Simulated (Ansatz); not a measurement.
Molecule: 2-methylidenebut-3-enylsilane, C$_{5}$H$_{10}$Si (charge 0, singlet). 
Coordinates optimised at B3LYP-D3(BJ)/def2-TZVP (Ansatz, a first-principles code):
```xyz
16

C     -1.4169     1.6306    -0.8536
C     -1.5719     0.3150    -0.7037
C     -0.5087    -0.6746    -0.5258
C     -0.8329    -1.9673    -0.3892
C      0.9217    -0.2149    -0.4668
Si     1.4438     0.3647     1.2570
H     -2.2720     2.2804    -0.9814
H     -0.4460     2.1076    -0.8502
H     -2.5777    -0.0937    -0.7120
H     -1.8658    -2.2903    -0.4027
H     -0.0794    -2.7331    -0.2582
H      1.1074     0.5896    -1.1818
H      1.5878    -1.0366    -0.7382
H      0.5702     1.4515     1.7527
H      2.8417     0.8616     1.2100
H      1.3737    -0.7764     2.1991
```
Charge 0, spin multiplicity 1.

Computed values are from Ansatz. Correlated levels leave the core frozen unless marked. UHF or UKS for open shells. Spin-orbit coupling is left out. Non-relativistic. CBS(X,Y): correlation extrapolated as X^-3; Hartree-Fock from the larger set.

| Quantity | Result |
|---|---|
| atomisation energy De | 6342.8 kJ/mol at CCSD(T)/CBS(cc-pV(T+d)Z,cc-pV(Q+d)Z) |
| total energy | -485.3023 Eh at CCSD(T)/CBS(cc-pV(T+d)Z,cc-pV(Q+d)Z) |
| dipole moment | 0.51 D at CCSD(T)/aug-cc-pV(D+d)Z |
| T1 diagnostic | 0.011 at CCSD/cc-pV(Q+d)Z |

The Hartree-Fock reference is unstable (checked in the largest basis), which strains HF and MP2.
